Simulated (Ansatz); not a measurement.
Reaction (atomization): `C[CH](C)[Al]([F])[F]` → Al• + 3 C• + 2 F• + 7 H•

Calculated with Ansatz (gas phase, PBE0-D4/def2-TZVP geometries, no zero-point term in ΔE). CBS: MP2 limit from def2 TZ/QZ plus the TZ coupled-cluster correction, frozen cores. This one scheme is used for every species, atoms too. For atomizations the MP2-based limit and the directly extrapolated one differ by several kJ/mol either way, and by 10 to 25 for some Ge, Se and Sn compounds, so smaller differences from it don't rank the levels. DFT in def2-TZVPP. B3LYP here is the variant with VWN-RPA as its local correlation; programs differ in this. No spin–orbit coupling; open shells (•) take unrestricted orbitals. Spin–orbit coupling would lower the free atoms: a little for Al, C, F. Each species was taken in one conformer, which may not be the lowest.

`C[CH](C)[Al]([F])[F]`:

Z-matrix (Å, degrees):
```
C
C 1 1.529
H 1 1.092 2 112.4
H 1 1.094 2 111.5 3 -120.6
H 1 1.096 2 110.7 3 120.5
C 2 1.529 1 111.8 3 -178.2
Al 2 1.950 1 112.7 3 53.6
H 2 1.101 1 107.5 3 -60.4
H 6 1.094 2 111.5 1 -61.2
H 6 1.092 2 112.4 1 178.2
H 6 1.096 2 110.7 1 57.7
F 7 1.646 2 121.8 1 -27.2
F 7 1.646 2 121.9 1 154.2
```

CCSD(T)/CBS gives +5227.3 kJ/mol.

Task: Another level gave +5214.6 kJ/mol. Which?
A. r2SCAN0/def2-TZVPP
B. LC-ωPBE/def2-TZVPP
C. BLYP/def2-TZVPP
D. B3LYP/def2-TZVPP

Result: B. LC-ωPBE 5214.6, r2SCAN0 5148.8, B3LYP 5159.4, BLYP 5131.7 kJ/mol.

Task: What do rigid-rotor, harmonic-oscillator terms from PBE0-D4/def2-TZVP frequencies (298.15 K, 1 bar) make of the CCSD(T)/CBS value? (Best estimate.)

Result: The calculation gave: ΔZPE = -257.8 kJ/mol, ΔH = +5025.5 kJ/mol, ΔS = 1379 J/(mol·K), ΔG = +4614.5 kJ/mol. Open shells count their whole term as degenerate. Modes under 50 cm⁻¹ make the entropy rough.

Largest T1 diagnostic among the species: 0.018.

From BLYP to BHLYP (50 % exact exchange), in def2-TZVPP and without D4, ΔE moves by −92.0 kJ/mol: exact exchange takes away binding that semilocal exchange gives to molecules. Leaving LDA and LC-ωPBE aside and taking each functional with its dispersion term where it has one, the values, not all of them listed here, spread over 216.5 kJ/mol, from BHLYP-D4 to PBE-D4. LDA lies +625.9 kJ/mol from PBE without D4, its usual overbinding. At CCSD(T), def2-SVP lies −238.3 kJ/mol from the extrapolated value and def2-TZVPP −122.5 kJ/mol: correlation converges slowly with the basis, and small sets miss more of it in the bonded molecule than in its fragments.
